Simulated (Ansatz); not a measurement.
Mulliken charges of Cl₃FH₂O₂W (`[OH][W]([OH])([F])([Cl])([Cl])[Cl]`) from PBE/def2-TZVPP in Ansatz (PBE0-D4/def2-TZVP geometry).

```json
{"atom": "O1", "x (Å)": "-0.094", "y (Å)": "-0.218", "z (Å)": "-1.650", "charge (e)": "-0.246"}
{"atom": "W2", "x (Å)": "0.068", "y (Å)": "0.220", "z (Å)": "0.162", "charge (e)": "0.820"}
{"atom": "O3", "x (Å)": "0.613", "y (Å)": "-1.480", "z (Å)": "0.590", "charge (e)": "-0.225"}
{"atom": "F4", "x (Å)": "-0.733", "y (Å)": "1.824", "z (Å)": "-0.362", "charge (e)": "-0.215"}
{"atom": "Cl5", "x (Å)": "0.205", "y (Å)": "1.109", "z (Å)": "2.282", "charge (e)": "-0.168"}
{"atom": "Cl6", "x (Å)": "-2.096", "y (Å)": "-0.501", "z (Å)": "0.654", "charge (e)": "-0.231"}
{"atom": "Cl7", "x (Å)": "2.211", "y (Å)": "0.968", "z (Å)": "-0.182", "charge (e)": "-0.177"}
{"atom": "H8", "x (Å)": "-0.409", "y (Å)": "0.409", "z (Å)": "-2.310", "charge (e)": "0.217"}
{"atom": "H9", "x (Å)": "0.234", "y (Å)": "-2.331", "z (Å)": "0.817", "charge (e)": "0.225"}
```

By hand: the dipole of these point charges (1 e Å = 4.8032 D).

Σ q r = (0.121, -0.503, -0.336) e Å, of length 0.617 e Å = 2.96 D.

How does the dipole of the full density compare? (An estimate is asked.)

Ansatz gave: (0.039, -0.482, -0.324) e Å, 2.80 D; the point charges give 1.06 times that, at 7° from its direction.

Point charges leave out the atoms' own dipoles, such as those of lone pairs, and Mulliken's split depends on the basis, so the close match here is no proof of good charges.
